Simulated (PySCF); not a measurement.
Excitation energy of P⁺ by level of theory

P⁺ [Ne] 3s2 3p2 (3P) → P⁺ [Ne] 3s1 3p2 3d1 (high-spin determinant), as a difference of total energies. Calculation: PySCF 2.14, in dyall-av3z (19s12p3d2f, 84 functions); the non-relativistic Hamiltonian (point nucleus). Correlated levels: valence: [Ne] frozen; virtual orbitals above 40 to 60 times the deepest correlated orbital energy dropped. The calculations carry no spin-orbit coupling.

```
           method  excitation energy (eV)
              UHF                  16.481
             PBE0                  17.417
           B2PLYP                  17.921
        CAM-B3LYP                  18.043
    MP2 (valence)                  17.570
SCS-MP2 (valence)                  18.090
```

Task: How much does correlation contribute at MP2 (valence)?

Result: 17.570 − (16.481) = 1.089 eV, measured against UHF.

A first-order spin-orbit estimate (lowest level to lowest level, LS coupling) adds 0.008 eV.

The promoted electron is Rydberg-like, and one or two diffuse shells describe it only roughly, which tends to raise the upper state.

The determinant of the upper state mixes LS terms, which raises its energy above the lowest term, most at the Hartree-Fock and MP2 levels.
